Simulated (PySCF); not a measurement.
**Telling isomers of C5H11FO2Si apart by NMR**

Rapidly exchanging positions averaged, non-relativistic Hamiltonian, no solvent, one computed conformer. GFN2-xTB structure; shieldings: GIAO PBE0/pcSseg-1; PySCF 2.14.

Referencing at the same level of theory: ¹H (σref 31.72) and ¹³C (σref 186.93) vs TMS. Splittings of carbon signals by F and P are missing where no couplings were computed. Where no couplings were computed, multiplicities follow the n + 1 count of equivalent neighbours, and m marks all less simple cases (inequivalent or close neighbours, rings, F or P nearby). Shifts are as computed. Against solution values, carbons near 30 ppm lie about +3 ppm off and those near 130 ppm about +5 ppm. Of 1309 compounds with measured shifts, 239 miss one by over three times the rms of a fit or turn the order of signals round; such compounds aren't used in these exercises.

(1) Tabulate the signals of `C=CC[Si](F)(OC)OC`, `CC(C)OC(=O)[SiH2]CF` and their relative energies.

(2) What is the quickest way to tell C=CC[Si](F)(OC)OC from CC(C)OC(=O)[SiH2]CF?

Results:

(1) 
```json
{"SMILES": "C=CC[Si](F)(OC)OC", "carbon types": "1×CH 2×CH2 2×CH3", "δC": "143.6, 121.6, 54.4, 26.4", "δH": "6.30 (m, 1H), 5.49 (m, 1H), 5.22 (m, 1H), 3.98 (s, 6H), 1.83 (m, 2H)", "E rel. (kcal/mol)": "0.0"}
{"SMILES": "CC(C)OC(=O)[SiH2]CF", "carbon types": "1×C 1×CH 1×CH2 2×CH3", "δC": "186.4, 76.9, 69.0, 23.7", "δH": "5.34 (sept, 1H), 5.25 (m, 2H), 4.49 (m, 2H), 1.30 (d, 6H)", "E rel. (kcal/mol)": "72.5"}
```

Energies are electronic energies at PBE0/pcSseg-1 on these geometries, without zero-point or thermal terms, each for the one conformer computed, which needn't be the lowest.

(2) Both give the same number of carbon signals, but DEPT or the intensities differ. The first has an alkene CH at 143.6 ppm, the second a carbonyl carbon (C) at 186.4 ppm. In the proton spectra the most deshielded non-exchanging signals are 6.30 (m, 1H) and 5.34 (sept, 1H).
